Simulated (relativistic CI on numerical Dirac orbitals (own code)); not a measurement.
# Bi³⁺: q coefficients and field-shift factors

Calculated at this level of theory: Dirac-Coulomb-Breit CI, orbitals from a KLI potential per configuration, valence Slater integrals scaled by 0.85, P86 correlation energy added to each configuration, derivatives by finite differences, QED left out (own radial code, finite nucleus).

CI space (outside the closed core [Xe] 4f14 5d10): 6s2, 6s 6p, 6p2, 6s 6d, 6s 6f, 6d2, 6s 7s, 5f2. Levels of other configurations are missing.

With x = (α/α₀)² − 1 an excitation energy changes as ω = ω₀ + qx; K = 2q/ω₀ is the relative enhancement. Terms are leading LS components, so labels can repeat. The field-shift factor is F = δν/δ⟨r²⟩ for the transition from the lowest level.

Lowest level 6s2 1S_0.

```tsv
Level	ω₀ (cm⁻¹)	q (cm⁻¹)	K	F (GHz/fm²)
6s 6p 3P°_0	66716.7	19070	0.572	-131
6s 6p 3P°_1	72508.1	24650	0.68	-133
6s 6p 3P°_2	91849.5	54140	1.18	-142
6s 6p 1P°_1	116927.6	47370	0.81	-130
6p2 3P_0	165919.6	47010	0.567	-268
6p2 1D_2	179945.3	70810	0.787	-232
6p2 3P_1	182747.9	74770	0.818	-274
6s 7s 3S_1	192316.6	40680	0.423	-95.9
6s 6d 3D_1	193279.2	55550	0.575	-135
6s 6d 3D_2	193932.3	56810	0.586	-138
6s 6d 3D_3	195610.7	57790	0.591	-134
6s 7s 1S_0	197398.0	39760	0.403	-92.3
6p2 3P_2	199092.0	82900	0.833	-228
```

For a near-neutral ion this model can misplace configurations by up to about 10,000 cm⁻¹ (more where the count of f electrons changes) and terms by 10 to 25 % of their spread. Rates follow the energies as ν³ (E1, M1) or ν⁵ (E2), so they and the lifetimes can be off by large factors. The fine structure of a lone outer electron comes out too small, for d and f at times inverted, and misplaced configurations move strength between like terms.
